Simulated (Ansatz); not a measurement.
Reaction (ligand exchange at the Si–I bond): `O[SiH](I)[SiH2]F` + NH₃ → `N[SiH](O)[SiH2]F` + HI

Calculated with Ansatz (gas phase, PBE0-D4/def2-TZVP geometries, no zero-point term in ΔE). CCSD(T)/CBS is the MP2 limit (def2-TZVPP, def2-QZVPP) plus CCSD(T) − MP2 in def2-TZVPP, frozen cores. This one scheme is used for every species. DFT in def2-TZVPP. Elements past krypton have def2 core potentials. For I outer-core shells are correlated without core-valence functions, which leaves a few kJ/mol of doubt a bond. One conformer a species, not always the lowest.

| level | ΔE (kcal/mol) | difference from CCSD(T)/CBS |
| --- | --- | --- |
| PBE-D4 | 9.2 | 0.2 |
| r2SCAN-D4 | 8.4 | -0.6 |
| PBE0-D4 | 9.4 | 0.4 |
| ωB97M-V | 7.2 | -1.8 |
| B2PLYP | 7.3 | -1.7 |
| PBE | 8.6 | -0.4 |
| r2SCAN | 8.3 | -0.7 |
| PBE0 | 8.9 | -0.1 |
| HF/def2-TZVPP | 7.3 | -1.7 |
| MP2/def2-TZVPP | 9.1 | 0.1 |
| SCS-MP2/def2-TZVPP | 7.9 | -1.1 |
| CCSD/def2-TZVPP | 6.7 | -2.3 |
| CCSD(T)/def2-TZVPP | 7.0 | -2.0 |
| MP2/def2-QZVPP | 10.2 | 1.2 |
| HF/CBS(def2) | 7.2 | -1.8 |
| MP2/CBS(def2) | 11.0 | 2.0 |
| CCSD(T)/CBS | 9.0 | 0 |

Largest T1 diagnostic among the species: 0.012.

The D4 term adds +1.0 kcal/mol with B3LYP and +0.6 kcal/mol with PBE0; it sums over pairs of atoms, weighted by their polarisabilities, and B3LYP, whose exchange is more repulsive, gets the larger term.

B3LYP here is the variant with VWN-RPA as its local correlation; programs differ in this.
